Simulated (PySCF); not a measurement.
C2H4BrFSi.
SMILES: `[Si@@H]1(Br)C[C@H]1F`

Level of theory: PBE0-D3(BJ)/def2-SVP geometry optimisation, gas phase in PySCF.

Take the most abundant isotopes and a rigid rotor. 

Q: What are A, B and C (GHz)?

A: Ia = 61.77, Ib = 500.91, Ic = 514.89 u·Å²; 505379 MHz·u·Å²/I gives 8182, 1009 and 981.5 MHz, that is A = 8.1822, B = 1.0089, C = 0.9815 GHz.

Q: What kind of rotor is it?

A: A near-prolate asymmetric top; Ray's κ = -0.992.

Q: What does the inertial defect say?

A: Not planar: Δ = Ic − Ia − Ib = -47.79 u·Å². For a rigid frame Δ = −2 Σ m c², so Σ m c² = 23.89 u·Å² lies off the ab plane: 8.24 from hydrogen and 15.65 from heavier atoms. The atom farthest from that plane is 2.09 Å away.

Q: Give the coordinates in the principal-axis frame, origin at the centre of mass.

A: The sense of each axis is arbitrary; atoms in the order of the calculation.
```json
{"atom": "F1", "mass (u)": "18.998", "a (Å)": "-3.128", "b (Å)": "0.690", "c (Å)": "-0.007"}
{"atom": "C2", "mass (u)": "12.000", "a (Å)": "-1.944", "b (Å)": "0.226", "c (Å)": "-0.494"}
{"atom": "C3", "mass (u)": "12.000", "a (Å)": "-1.683", "b (Å)": "-1.274", "c (Å)": "-0.309"}
{"atom": "Si4", "mass (u)": "27.977", "a (Å)": "-0.508", "b (Å)": "-0.182", "c (Å)": "0.624"}
{"atom": "Br5", "mass (u)": "78.918", "a (Å)": "1.564", "b (Å)": "0.097", "c (Å)": "-0.094"}
{"atom": "H6", "mass (u)": "1.008", "a (Å)": "-1.742", "b (Å)": "0.613", "c (Å)": "-1.503"}
{"atom": "H7", "mass (u)": "1.008", "a (Å)": "-1.413", "b (Å)": "-1.854", "c (Å)": "-1.199"}
{"atom": "H8", "mass (u)": "1.008", "a (Å)": "-2.429", "b (Å)": "-1.782", "c (Å)": "0.317"}
{"atom": "H9", "mass (u)": "1.008", "a (Å)": "-0.627", "b (Å)": "-0.075", "c (Å)": "2.094"}
```

Q: List the rotational levels J(Ka,Kc) to J = 2 (cm⁻¹).

A: Above 0(0,0):
J = 1: 1(0,1) 0.0664, 1(1,1) 0.3057, 1(1,0) 0.3066
J = 2: 2(0,2) 0.1992, 2(1,2) 0.4375, 2(1,1) 0.4403, 2(2,1) 1.1581, 2(2,0) 1.1581
The levels of one J sum to (2J + 1)J(J + 1)(A + B + C)/3.

Q: Which lines would a microwave search look for?

A: The dipole components are |μa| = 0.25 D, |μb| = 0.91 D, |μc| = 0.11 D. Intensities carry the squares of the components, which stand as 0.08 : 1.00 : 0.01 (a : b : c). Some of the stronger lines:

```json
{"type": "b", "branch": "R", "J(Ka,Kc)": "4(0,4) ← 3(1,3)", "MHz": "856", "lower level (cm⁻¹)": "0.635"}
{"type": "b", "branch": "Q", "J(Ka,Kc)": "1(1,0) ← 1(0,1)", "MHz": "7201", "lower level (cm⁻¹)": "0.066"}
{"type": "b", "branch": "Q", "J(Ka,Kc)": "2(1,1) ← 2(0,2)", "MHz": "7228", "lower level (cm⁻¹)": "0.199"}
{"type": "b", "branch": "Q", "J(Ka,Kc)": "3(1,2) ← 3(0,3)", "MHz": "7270", "lower level (cm⁻¹)": "0.398"}
{"type": "b", "branch": "Q", "J(Ka,Kc)": "4(1,3) ← 4(0,4)", "MHz": "7325", "lower level (cm⁻¹)": "0.664"}
{"type": "b", "branch": "R", "J(Ka,Kc)": "1(1,1) ← 0(0,0)", "MHz": "9164", "lower level (cm⁻¹)": "0.000"}
{"type": "b", "branch": "R", "J(Ka,Kc)": "2(1,2) ← 1(0,1)", "MHz": "11127", "lower level (cm⁻¹)": "0.066"}
{"type": "b", "branch": "R", "J(Ka,Kc)": "3(1,3) ← 2(0,2)", "MHz": "13076", "lower level (cm⁻¹)": "0.199"}
{"type": "b", "branch": "Q", "J(Ka,Kc)": "3(2,1) ← 3(1,2)", "MHz": "21479", "lower level (cm⁻¹)": "0.641"}
{"type": "b", "branch": "Q", "J(Ka,Kc)": "2(2,0) ← 2(1,1)", "MHz": "21520", "lower level (cm⁻¹)": "0.440"}
{"type": "b", "branch": "Q", "J(Ka,Kc)": "2(2,1) ← 2(1,2)", "MHz": "21602", "lower level (cm⁻¹)": "0.438"}
{"type": "b", "branch": "Q", "J(Ka,Kc)": "3(2,2) ← 3(1,3)", "MHz": "21643", "lower level (cm⁻¹)": "0.635"}
{"type": "b", "branch": "Q", "J(Ka,Kc)": "4(2,3) ← 4(1,4)", "MHz": "21698", "lower level (cm⁻¹)": "0.899"}
{"type": "b", "branch": "R", "J(Ka,Kc)": "2(2,1) ← 1(1,0)", "MHz": "25528", "lower level (cm⁻¹)": "0.307"}
{"type": "b", "branch": "R", "J(Ka,Kc)": "3(2,2) ← 2(1,1)", "MHz": "27491", "lower level (cm⁻¹)": "0.440"}
{"type": "b", "branch": "Q", "J(Ka,Kc)": "3(3,1) ← 3(2,2)", "MHz": "35935", "lower level (cm⁻¹)": "1.357"}
{"type": "b", "branch": "Q", "J(Ka,Kc)": "4(3,2) ← 4(2,3)", "MHz": "35935", "lower level (cm⁻¹)": "1.623"}
{"type": "b", "branch": "R", "J(Ka,Kc)": "3(3,1) ← 2(2,0)", "MHz": "41906", "lower level (cm⁻¹)": "1.158"}
{"type": "b", "branch": "R", "J(Ka,Kc)": "3(3,0) ← 2(2,1)", "MHz": "41906", "lower level (cm⁻¹)": "1.158"}
{"type": "b", "branch": "R", "J(Ka,Kc)": "4(3,2) ← 3(2,1)", "MHz": "43897", "lower level (cm⁻¹)": "1.357"}
{"type": "b", "branch": "R", "J(Ka,Kc)": "4(3,1) ← 3(2,2)", "MHz": "43897", "lower level (cm⁻¹)": "1.357"}
{"type": "b", "branch": "Q", "J(Ka,Kc)": "4(4,0) ← 4(3,1)", "MHz": "50309", "lower level (cm⁻¹)": "2.822"}
{"type": "b", "branch": "Q", "J(Ka,Kc)": "4(4,1) ← 4(3,2)", "MHz": "50309", "lower level (cm⁻¹)": "2.822"}
{"type": "b", "branch": "R", "J(Ka,Kc)": "4(4,1) ← 3(3,0)", "MHz": "58271", "lower level (cm⁻¹)": "2.556"}
```

Q: Estimate the classical rotational partition function at 10 K, 100 K and 500 K.

A: Point group C1, symmetry number σ = 1; q = (√π/σ)·√((kT/h)³/(ABC)), k/h = 20836.6 MHz/K: 1870 at 10 K, 59200 at 100 K, 662000 at 500 K.

PBE0-D3(BJ)/def2-SVP frequencies: not computed here. No vibrational averaging or centrifugal distortion is included, and the geometry carries the error of its method. Quadrupole hyperfine structure (79Br) is left out.

On one thread of an Intel Xeon 6975P-C, no GPU, shared host, this took 19 s wall and 0.53 GiB of memory at its peak. This is the geometry optimisation.
